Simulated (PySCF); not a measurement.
## Computed structure and properties of [OsOF3]+

System: [OsOF3]+ (triplet); start: displaced along the imaginary mode (C1). Method: PySCF 2.14.0, UKS r2SCAN, Os def2-SVP with ECP60, O def2-SVP, F def2-SVP; non-relativistic Hamiltonian with scalar-relativistic core potentials where named; density fitting; no spin-orbit coupling.

Input of the relaxation:

```python
mol = gto.M(atom='''
Os     0.02764     0.03844     0.06414
O      0.99275     0.99752     1.00886
F     -1.01407    -1.11802     1.01609
F      0.82330    -0.99052    -1.23792
F     -0.92429     0.88034    -1.27565''',
    basis={'Os': 'def2-SVP', 'O': 'def2-SVP', 'F': 'def2-SVP'},
    ecp={'Os': 'def2-SVP'},
    charge=1, spin=2)
mf = dft.UKS(mol, xc='R2SCAN')
mf.grids.atom_grid = (50, 194)
mf = mf.density_fit()  # fitting sets: Os def2-universal-JKFIT, O def2-universal-JKFIT, F def2-universal-JKFIT
mf.conv_tol = 1e-08; mf.max_cycle = 55
mf.kernel(dm0)  # dm0: converged density of the start geometry
# quasi-Newton relaxation in Cartesian coordinates to a largest gradient under 0.00045 Eh/bohr, steps kept in the point group
```

Run from Python with OMP_NUM_THREADS=2; the lines above give its settings. Where DIIS fails, smearing, a level shift and second-order steps follow.
It took 55 s on 2 threads of Arm Neoverse V1, with other jobs on the host, from the converged density of the start.

Course of the relaxation:

```json
{"step": "0", "energy above end (eV)": "0.0732", "largest force component within the symmetry (eV/Å)": "1.066"}
{"step": "1", "energy above end (eV)": "0.0507", "largest force component within the symmetry (eV/Å)": "0.194"}
{"step": "2", "energy above end (eV)": "0.0455", "largest force component within the symmetry (eV/Å)": "0.098"}
{"step": "3", "energy above end (eV)": "0.0356", "largest force component within the symmetry (eV/Å)": "0.206"}
{"step": "4", "energy above end (eV)": "0.0291", "largest force component within the symmetry (eV/Å)": "0.283"}
{"step": "5", "energy above end (eV)": "0.0219", "largest force component within the symmetry (eV/Å)": "0.316"}
{"step": "6", "energy above end (eV)": "0.0105", "largest force component within the symmetry (eV/Å)": "0.228"}
{"step": "7", "energy above end (eV)": "0.0034", "largest force component within the symmetry (eV/Å)": "0.101"}
{"step": "8", "energy above end (eV)": "0.0012", "largest force component within the symmetry (eV/Å)": "0.115"}
{"step": "9", "energy above end (eV)": "0.0001", "largest force component within the symmetry (eV/Å)": "0.053"}
{"step": "10", "energy above end (eV)": "0.0000", "largest force component within the symmetry (eV/Å)": "0.021"}
{"step": "11", "energy above end (eV)": "0.0000", "largest force component within the symmetry (eV/Å)": "0.013"}
```

Relaxed geometry (Cs):

```xyz
5

Os   -0.0633    0.0881    0.0398
O     0.9120    1.0381    0.9824
F    -0.8183   -1.2588    1.0017
F     0.6889   -1.0967   -1.1294
F    -0.8139    1.0370   -1.3191
```

| contact | Å |
| --- | --- |
| Os1–O2 (O) | 1.656 |
| Os1–F3 (F) | 1.819 |
| Os1–F4 (F) | 1.827 |
| Os1–F5 (F) | 1.819 |

On the finer grid (75, 302):

```
HOMO                                                          : -15.00 eV
LUMO                                                          : -13.22 eV
Dipole about the centre of mass                               : 1.09 D
Spin squared                                                  : 2.008
Set of Mulliken populations of Os1 outside the core potential : s 2.41, p 6.30, d 5.53, f 0.16
D3(BJ) dispersion energy (not in the energies)                : -0.021 eV
```

```csv
atom,Mulliken (e),Löwdin (e),spin (e)
Os1,1.61,0.80,1.43
O2,-0.10,0.14,0.12
F3,-0.17,0.02,0.14
F4,-0.16,0.02,0.17
F5,-0.17,0.02,0.14
```

No frequency check is given here.

Rigid scan of O along the line from its metal, all other atoms held (where the atom bridges, its other bond changes as well):

```json
{"distance to O2 (Å)": "1.36", "energy (eV)": "5.088"}
{"distance to O2 (Å)": "1.46", "energy (eV)": "1.833"}
{"distance to O2 (Å)": "1.56", "energy (eV)": "0.374"}
{"distance to O2 (Å)": "1.66", "energy (eV)": "0.000"}
{"distance to O2 (Å)": "1.76", "energy (eV)": "0.259"}
{"distance to O2 (Å)": "1.86", "energy (eV)": "0.861"}
{"distance to O2 (Å)": "1.96", "energy (eV)": "1.624"}
{"distance to O2 (Å)": "2.11", "energy (eV)": "2.794"}
```

Taking off one F (charge -1, singlet; the rest: triplet) in vacuum, both parts rigid, costs 21.05 eV; the small basis without counterpoise inflates it. Most of it is the attraction of opposite charges; other ways to part are cheaper, and one spin state was tried for the rest.

Rigid scan of F along the line from its metal, all other atoms held (where the atom bridges, its other bond changes as well):

(distance to F3 (Å), energy (eV)): (1.52, 2.872), (1.62, 1.042), (1.72, 0.214), (1.82, 0.000), (1.92, 0.148), (2.02, 0.502), (2.22, 1.469), (2.52, 2.907), (2.92, 3.904), (3.42, 4.194)

One start shape was tried, so this needn't be the lowest isomer.

Open shells may have lower solutions than the one found.
